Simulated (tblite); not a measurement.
Compound: C6H11F3P (charge +1).
SMILES with atom numbers: `[CH2:1]=[CH:2][P@H+:3]([CH3:4])[CH2:5][CH2:6][C:7]([F:8])([F:9])[F:10]` (hydrogens: H11, H12 on C1; H13 on C2; H14 on P3; H15, H16, H17 on C4; H18, H19 on C5; H20, H21 on C6)

Computed geometry: GFN2-xTB, gas phase.

Question: Give the optimised bond lengths and angles.

Answer: 
```
                  bond  length (Å)   order
                 C1=C2       1.325  double
                 C2–P3       1.790  single
                 P3–C4       1.806  single
                 P3–C5       1.831  single
                 C5–C6       1.528  single
                 C6–C7       1.518  single
                 C7–F8       1.337  single
                 C7–F9       1.318  single
                C7–F10       1.362  single
                C1–H11       1.078  single
                C1–H12       1.078  single
                C2–H13       1.085  single
                P3–H14       1.375  single
C4–H15, C4–H16, C4–H17       1.090  single
                C5–H18       1.096  single
                C5–H19       1.096  single
                C6–H20       1.092  single
                C6–H21       1.092  single
```

Bonds in one row agree within 0.01 Å and their mean is given. Orders are formal, as drawn. A selection of angles:
```
     angle  degrees
 C2–C1–H11    122.3
 C2–C1–H12    121.2
H11–C1–H12    116.5
  C1–C2–P3    123.7
 C1–C2–H13    122.4
 P3–C2–H13    113.9
  C2–P3–C4    109.5
  C2–P3–C5    112.3
 C2–P3–H14    110.6
  C4–P3–C5    105.7
 C4–P3–H14    107.0
 C5–P3–H14    111.4
 P3–C4–H15    110.0
H15–C4–H16    108.8
  P3–C5–C6    115.5
 P3–C5–H18    106.9
 P3–C5–H19    106.6
 C6–C5–H18    110.3
 C6–C5–H19    109.4
H18–C5–H19    107.7
  C5–C6–C7    110.3
 C5–C6–H20    110.2
 C5–C6–H21    111.9
 C7–C6–H20    108.3
 C7–C6–H21    107.4
H20–C6–H21    108.6
  C6–C7–F8    112.0
  C6–C7–F9    113.7
 C6–C7–F10    109.3
  F8–C7–F9    108.7
 F8–C7–F10    105.1
 F9–C7–F10    107.5
```

Dihedral angles: C1–C2–P3–C4 -119° (anticlinal); C2–P3–C5–C6 -54° (synclinal); P3–C5–C6–C7 -53° (synclinal); C5–C6–C7–F8 -50° (synclinal).

The 3 C–C bonds span 1.325 Å (C1=C2, drawn double) to 1.528 Å (C5–C6, drawn single), a spread of 0.203 Å. Of the pairs four or more bonds apart, P3···F10 is among the closest relative to their van der Waals radii: 2.73 Å, 83 % of the sum of Bondi's values. P3 (phosphonium phosphorus) is distorted tetrahedral (angles from 105.7° to 112.3°). C2 (alkene CH carbon) is planar (angles 123.7°, 122.4° and 113.9°, sum 360.0°, 0.02 Å off the plane of its three neighbours). The C–F distances run from 1.318 Å (C7–F9, drawn single) to 1.362 Å (C7–F10, drawn single), a spread of 0.044 Å. The C–P distances run from 1.790 Å (C2–P3, drawn single) to 1.831 Å (P3–C5, drawn single), a spread of 0.041 Å. C1 (terminal =CH2 carbon) is planar (angles 122.3°, 121.2° and 116.5°, sum 360.0°, 0.00 Å off the plane of its three neighbours).

Point group: C1 (no symmetry element, even within 0.4 Å). Its GFN2-xTB frequencies are all real (lowest 20 cm⁻¹). 3 starts were optimised and ended at 0.00, 0.44 and 6.76 kcal/mol (GFN2-xTB); the lowest of these is shown.

One conformer stands for the species.
